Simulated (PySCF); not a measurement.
Molecule: SMILES O=Cc1ccccc1 (C7H6O), singlet. Atoms near the plane z = 0.0 Å, at the GFN2-xTB optimised geometry (x, y, z in Å): O1 (-0.9, -2.9, 0.0), C2 (-1.4, -1.8, 0.0), C3 (-0.7, -0.5, 0.0), C4 (-1.4, 0.7, 0.0), C5 (-0.7, 1.9, 0.0), C6 (0.7, 1.9, 0.0), C7 (1.4, 0.7, 0.0), C8 (0.7, -0.5, 0.0), H9 (-2.5, -1.6, 0.0), H10 (-2.4, 0.7, 0.0), H11 (-1.2, 2.9, 0.0), H12 (1.3, 2.8, 0.0), H13 (2.5, 0.7, 0.0), H14 (1.2, -1.4, 0.0).

Calculation: PBE/def2-TZVP run with PySCF 2.14.0. Cells within 0.4 Å of a nucleus heavier than hydrogen are left out (blank, or x). The values are rescaled to run from 0 to 1.

```
|44444444444444444455555555444|
|44444444444444444455555544444|
|44444444444444444455555444444|
|44444444444444444455554444444|
|44444444444444444555544444444|
|44444444444444444555544444444|
|44444444444444445555544444444|
|44444444444444445555444444444|
|444444455555xx45x554444444444|
|444444455555xx5xxx54444444444|
|44444445555555555544444444444|
|4444444455x5544555x4444444444|
|4444444445xx44445xxx444444444|
|4444444444x4344455x5444444444|
|44444444444433344555544444444|
|444444444556xx4xxx55554444444|
|444444444568xx44x555555444444|
|44444433346776545555555444444|
|4444432123x765544455554444444|
|444443212xxx44444444444444444|
|4444443334x422344444444444444|
|44444444567xx0234444444444444|
|44444445579xx0234444444444444|
|44444455679x42344444444444444|
|44444555567754444444444444444|
|44445555556654444444444444444|
|44445555555555444444444444444|
|44445555555555444444444444444|
|44445555555555544444444444444|
```
Scale: ten equal steps from 0.000 (start of '0') to 1.00 (end of '9'), in the order '0123456789'; x runs from -5.00 to 5.00, y from -5.00 (bottom) to 5.00 (top).

Which quantity is mapped?
(A) log10 of the electron density
(B) an orbital amplitude
(C) deformation density (molecule minus spherical neutral atoms)
(D) electron localisation function

B, an orbital amplitude. In full: HOMO amplitude (bohr^(-3/2)), clipped to [-0.25, 0.25].
